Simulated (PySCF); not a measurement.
Species: hydroxydifluoroborane, BF2HO.
Atom-mapped SMILES: `[OH:1][B:2]([F:3])[F:4]` (hydrogens: H5 on O1)

Torsions of this conformer, `[OH:1][B:2]([F:3])[F:4]`: H–O1–B2–F3 0°.

The closed-shell ground state was solved at several levels (PySCF, density fitting, gas phase, non-relativistic). Geometry: PBE0-D3(BJ)/def2-TZVP, one conformer, isolated molecule.

```tsv
level	basis functions	HOMO (eV)	LUMO (eV)	gap (eV)	dipole (D)
KT3/pcSseg-2	158	-9.11	-0.87	8.24	1.93
wB97X-D/pcSseg-2	158	-12.74	2.03	14.77	2.02
PBE0/pcSseg-2	158	-10.79	0.17	10.96	2.02
```

Problem. What might B97-2/pcSseg-2 (158 basis functions) give for the same quantities?

Solution. HOMO -10.47 eV, LUMO 0.21 eV, gap 10.68 eV, dipole 2.00 D.

Problem. Over all these levels, which gives the widest orbital gap and which the narrowest?

Solution. wB97X-D/pcSseg-2 (range-separated hybrid) has the widest, 14.77 eV, and KT3/pcSseg-2 (GGA) the narrowest, 8.24 eV. From the narrowest to the widest the HOMO moves by -3.63 eV and the LUMO by +2.90 eV.

Problem. In the pcSseg-2 basis, how does the gap go with the fixed share of exact exchange?

Solution. KT3 (0 %) 8.24 eV; B97-2 (21 %) 10.68 eV; PBE0 (25 %) 10.96 eV. Each rise in the share widens the gap here.

Problem. How far do the dipole and the HOMO energy spread over the levels?

Solution. The dipole runs from 1.93 to 2.02 D (mean 1.99 D) and the HOMO from -12.74 to -9.11 eV.
